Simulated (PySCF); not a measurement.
# Peak assignment

Geometry:
```tsv
atom	x (Å)	y (Å)	z (Å)
O1	2.599	-0.289	1.312
C2	2.792	-0.218	0.136
O3	1.883	-0.088	-0.818
C4	0.534	-0.014	-0.432
C5	-0.205	-1.178	-0.298
C6	-1.543	-1.091	0.045
C7	-2.130	0.145	0.258
C8	-1.379	1.301	0.128
C9	-0.041	1.227	-0.216
H10	3.788	-0.250	-0.339
H11	0.268	-2.134	-0.462
H12	-2.127	-1.993	0.152
H13	-3.172	0.207	0.530
H14	-1.833	2.265	0.299
H15	0.561	2.118	-0.316
```

All values are calculated (PySCF 2.14.0 with density-fitted response routines): σ from GIAO-PBE0/pcSseg-1, GFN2-xTB structure, couplings computed with B3LYP/pcJ-1 (without the spin–dipole term). A single conformation, averaged over atoms made equivalent by symmetry, fast rotation or ring inversion, gas phase, relativity neglected.

Shifts are taken against calculated references (same method and geometry level): ¹³C (σref 186.93), ¹H (σref 31.72) against TMS.

Problem. Assign these signals to the numbered atoms. ¹³C{¹H} NMR (computed): δ 165.0 (CH), 159.5 (C), 135.1 (CH), 132.4 (CH), 129.3 (CH).

Solution. 
165.0 → C2, ester carbonyl carbon: lone-pair donation from the attached heteroatom keeps it upfield of a ketone carbonyl
159.5 → C4, aromatic carbon bearing oxygen: an ipso carbon deshielded by its heteroatom
135.1 → C6/C8, aromatic CH: the aromatic region
132.4 → C7, aromatic CH
129.3 → C5/C9, aromatic CH

Problem. Assign these signals to the numbered atoms. ¹H NMR (600 MHz, computed): δ 8.30 (s, 1H), 7.74 (dd, J = 9.3, 8.6 Hz, 2H), 7.61 (t, J = 8.6 Hz, 1H), 7.43 (d, J = 9.3 Hz, 2H).

Solution. 
| δ (ppm) | atoms | environment | reason |
| --- | --- | --- | --- |
| 8.30 | H10 | hydrogen on an ester carbonyl carbon | – |
| 7.74 | H12/H14 | hydrogen on an aromatic CH | the ring current deshields protons in the ring plane |
| 7.61 | H13 | hydrogen on an aromatic CH | – |
| 7.43 | H11/H15 | hydrogen on an aromatic CH | – |

Splittings below 1 Hz are ignored in the labels, and close J values are merged. Couplings among chemically equivalent protons are left out too, so labels in AA′BB′ or AA′XX′ sets are apparent multiplicities. Unscaled 3J(H,H) at this level run about 10 % above measured values. Shifts are as computed. Against solution values, carbons near 30 ppm lie about +3 ppm off and those near 130 ppm about +5 ppm. Of 1211 compounds with measured shifts, 218 miss one by over three times the rms of a fit or turn the order of signals round; such compounds aren't used in these exercises.
